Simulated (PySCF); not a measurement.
Gas-phase reaction: Ga₂O + 3 F + NF₃ ⇌ Ga₂F₆ + NO

Method: PySCF energies plus ideal-gas RRHO corrections (1 bar). † marks an energy on the PBE0/def2-TZVP geometry and frequencies; other levels use their own. CCSD(T) freezes the core. Open shells (unrestricted): F (multiplicity 2, electronic degeneracy 6), NO (multiplicity 2, electronic degeneracy 4); the rest are closed-shell singlets. Spin-orbit splitting is ignored; it lowers the true energy and changes the entropy of F, NO. Ga: all electrons, no relativistic terms. Ga₂F₆: computed as isolated molecules; such fragments, hydroxides, amides, oligomers or adducts are transient or little studied in the gas. CCSD(T) isn't extrapolated to the basis-set limit. The harmonic model lacks anharmonicity and excited electronic states, which grow with temperature; levels with a mode under 35 cm⁻¹ are left out. Soft modes under 120 cm⁻¹ make the harmonic entropy rough for Ga₂O, Ga₂F₆.

| level | ΔE electronic, kJ | ΔH°(298 K), kJ | ΔS°(298 K), J/K | ΔG°(800 K), kJ |
|---|---|---|---|---|
| CCSD(T)/def2-SVP† | -1893 | -1884 | -389 | -1575 |
| HF/def2-TZVP† | -1625 | -1615 | -389 | -1307 |
| PBE/def2-SVP | -1849 | -1839 | -390 | -1529 |
| PBE/def2-TZVP† | -1793 | -1784 | -389 | -1475 |
| PBE0/def2-QZVP† | -1808 | -1799 | -389 | -1490 |
| PBE0/def2-SVP† | -1838 | -1829 | -389 | -1520 |
| PBE0/def2-TZVP | -1797 | -1788 | -389 | -1479 |
| r2SCAN/def2-TZVP† | -1856 | -1847 | -389 | -1538 |
| LDA/def2-TZVP† | -1991 | -1981 | -389 | -1673 |
| ωB97M-V/def2-TZVP† | -1834 | -1825 | -389 | -1517 |
| ωB97X-V/def2-TZVP† | -1867 | -1858 | -389 | -1549 |
ΔH° is lowest at LDA/def2-TZVP† and highest at HF/def2-TZVP†. No reference value is set beside these.
